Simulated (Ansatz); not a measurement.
Total energies of tetraphenylgermane, `c1cc[c]([Ge]([c]2ccccc2)([c]2ccccc2)[c]2ccccc2)cc1` from Ansatz at PBE0-D4/def2-TZVP, gas phase (1 Eh = 27.2114 eV = 2625.5 kJ/mol). The reference geometry is relaxed at PBE-D4/def2-SVP.

```csv
state,geometry,energy (Eh)
charge 0 singlet,reference,-3002.61119
charge 1 doublet,reference,-3002.30611
charge -1 doublet,reference,-3002.60170
free C atom (triplet),–,-37.80537
free Ge atom (triplet),–,-2076.65516
free H atom (doublet),–,-0.50104
```

Single mean-field runs in def2-TZVP are fitted with def2-universal-jkfit.

(1) Work out the vertical ionisation energy to the doublet.

(2) Work out the vertical electron affinity, to the doublet.

(3) Give the fundamental gap IE − EA, the Mulliken electronegativity (IE + EA)/2 and the hardness (IE − EA)/2.

(4) What is the binding energy per atom against free atoms?

(1) E(charge 1 doublet) − E(charge 0 singlet) = -3002.30611 − (-3002.61119) = 0.30508 Eh = 8.30 eV. For comparison, −ε of the highest occupied level is 7.09 eV at this level, 1.21 eV less.

(2) E(charge 0 singlet) − E(charge -1 doublet) = -3002.61119 − (-3002.60170) = -0.00949 Eh = -0.26 eV; negative, so the extra electron isn't bound. The basis lacks diffuse functions, which makes affinities too small.

(3) From the values in Eh: IE − EA = 0.30508 − (-0.00949) = 0.31457 Eh = 8.56 eV; (IE + EA)/2 = 4.02 eV; (IE − EA)/2 = 4.28 eV. The HOMO–LUMO gap of the same run is 6.30 eV, 2.26 eV smaller than the fundamental gap.

(4) Atoms: 24 × (-37.80537) + 1 × (-2076.65516) + 20 × (-0.50104) = -2994.00484 Eh. Binding: -2994.00484 − (-3002.61119) = 8.60635 Eh = 234.19 eV, or 5.20 eV for each of 45 atoms (no zero-point energy, no counterpoise term).

At PBE0-D4/def2-TZVP the highest occupied level of the charge -1 doublet lies above zero (up to 1.39 eV). Energy differences disagree on whether the electron is bound (positive means bound): -0.26 eV (vertical, against the charge 0 singlet, at PBE0-D4/def2-TZVP), but 0.11 eV at PBE-D4/def2-TZVP.
